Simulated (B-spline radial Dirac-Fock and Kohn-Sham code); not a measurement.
Ir²⁶⁺: eigenvalues, ΔSCF and the reference

System: the Ir²⁶⁺ ion, configuration [Kr] 4d10 4f5.

The density-functional columns are spherical, spin-unpolarised Dirac-Kohn-Sham results without Breit or QED terms: −ε is minus the orbital energy of the initial state and ΔSCF the difference of two total energies. The reference in the last column comes from Dirac-Fock ΔSCF + Breit + QED. All numbers are from a radial finite-basis atomic code, in eV; a selection of levels is shown. For the 1s level of heavy atoms much of the gap between ΔSCF and the reference is the Breit and QED part, -399.3 eV here; for other levels the error of the functional can be larger.

```
level   LDA −ε  LDA ΔSCF  Dirac-Fock
   1s  76754.6   77359.4     76972.3
   2s  14108.1   14234.7     14292.9
2p1/2  13556.9   13715.0     13690.9
2p3/2  11931.6   12068.3     12082.4
   3s   3938.5    3987.4      4043.4
3p1/2   3690.9    3742.4      3777.1
3p3/2   3333.5    3381.3      3418.7
3d3/2   2917.8    2972.4      2980.9
3d5/2   2840.5    2893.8      2905.1
   4s   1439.6    1465.9      1494.5
4p1/2   1333.8    1360.1      1379.3
4p3/2   1238.8    1263.8      1284.1
4d3/2   1064.3    1089.4      1093.5
4d5/2   1045.4    1070.1      1074.8
   4f    823.0     848.6       846.2
```

Values without a named source are computed, but for edge energies of neutral atoms, which are taken from tables.
